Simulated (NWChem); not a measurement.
System: BNH$_{3}$, doublet; SMILES B[NH]

NWChem input:

```
start job
memory heap 200 mb stack 900 mb global 1100 mb
geometry units angstroms noautosym nocenter noautoz
  B      0.013257     0.706957     0.000000
  N      0.010813    -0.629644     0.000000
  H     -1.014265     1.334155     0.000000
  H      1.073228     1.291980     0.000000
  H      0.289483    -1.593060     0.000000
end
basis spherical
  * library 6-31g*
end
dft
  odft
  mult 2
  xc b3lyp
  iterations 150
end
property
  efieldgrad
end
task dft property
```

In the optimisation the excess spin sits in a' (Cs, its own frame). The geometry was optimised at B3LYP/6-31G* (spherical d), spin-unrestricted. No stability test was run on the SCF state.

Vzz is the largest principal value of the second derivative of the potential at the nucleus (NWChem prints the opposite sign); η is the asymmetry. Non-relativistic.

Atoms are numbered as in the input.

Problem. Give the results of this calculation. (B3LYP/6-31G* (spherical d), spin-unrestricted.) Quantities: Vzz B1 (a.u.); η B1; Vzz N2 (a.u.); η N2.

Solution. 
```
Item            Value
-------------  ------
Vzz B1 (a.u.)   0.322
η B1             0.19
Vzz N2 (a.u.)  -0.656
η N2             0.73
```
